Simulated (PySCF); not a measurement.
## A survey of ²⁹Si NMR shifts

PySCF calculation with structure optimised with PBE0-D3(BJ)/def2-SVP and GIAO PBE0/pcSseg-1 shieldings; one computed conformer, equivalent nuclei averaged, non-relativistic Hamiltonian, isolated molecule.

Shieldings were converted by a linear fit to measured shifts: ²⁹Si (scatter 8.9 ppm rms, 23.9 ppm with the 6 outliers that the fit left out vs TMS, solution or neat liquid). Occasional misses reach two or three times the rms, and more in compound classes unlike the fitted ones.

Give the ²⁹Si shifts of `C=CC(=C)O[SiH3]`, `O=C[SiH2]Cl`, `C[C@@H](C#N)O[SiH2]C[SiH3]`, `[SiH3][N]([GeH3])C1CC1`.

Answers


```csv
compound,environment,δ (ppm)
C=CC(=C)O[SiH3],"silicon bonded to O, 3 H",-43.3
O=C[SiH2]Cl,"silicon bonded to C, Cl, 2 H",-51.0
[CH3:1][C@@H:2]([C:3]#[N:4])[O:5][SiH2:6][CH2:7][SiH3:8],"Si6: silicon bonded to C, O, 2 H",-15.0
[CH3:1][C@@H:2]([C:3]#[N:4])[O:5][SiH2:6][CH2:7][SiH3:8],"Si8: silicon bonded to C, 3 H",-71.0
[SiH3][N]([GeH3])C1CC1,"silicon bonded to N, 3 H",-55.1
```

Relativistic effects, spin–orbit coupling among them, are left out; they matter for the fourth-row atoms present and their neighbours.
